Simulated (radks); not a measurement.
Effect of the nuclear size on the cerium ion Ce27+, [Ar] 3d10 4s2 4p1. Method: Dirac Kohn-Sham, LDA (Slater exchange, Perdew-Wang correlation), spin-unpolarised, spherical densities, finite nucleus; open shells are shared between the two j in proportion to 2j + 1; Fermi nuclear charge, rms radius 4.8771 fm; computed with a radial shooting solver on a logarithmic mesh with Libxc functionals. The rms radius is varied about that value; shifts are against it.

| rms radius (fm) | total energy shift (eV) | density at nucleus (e/bohr^3) | 1s1/2 shift (meV) | 2s1/2 shift (meV) | 3p1/2 shift (meV) | 4s1/2 shift (meV) | 4p1/2 shift (meV) | 4p3/2 shift (meV) | 5s1/2 (empty) shift (meV) |
|---|---|---|---|---|---|---|---|---|---|
| 4.009 | -3.41 | 3.98e+05 | -1410 | -173 | 1.56 | -10.7 | 0.570 | 0.942 | -4.63 |
| 4.7259 | -0.631 | 3.846e+05 | -262 | -32.1 | 0.288 | -1.99 | 0.105 | 0.174 | -0.858 |
| 4.8771 | 0 | 3.821e+05 | 0.000 | 0.000 | 0.000 | 0.000 | 0.000 | 0.000 | 0.000 |
| 5.3551 | 2.10 | 3.747e+05 | 871 | 107 | -0.958 | 6.62 | -0.351 | -0.580 | 2.85 |
| 5.716 | 3.79 | 3.697e+05 | 1570 | 192 | -1.73 | 11.9 | -0.632 | -1.05 | 5.14 |

Slopes of the eigenvalues against <r^2> in GHz/fm^2, as finite differences over the two radii next to the reference (eigenvalue slopes, not the field-shift constants of lines): 1s1/2 43200, 2s1/2 5290, 3p1/2 -47.5, 4s1/2 328, 4p1/2 -17.4, 4p3/2 -28.8, 5s1/2 (empty) 141.
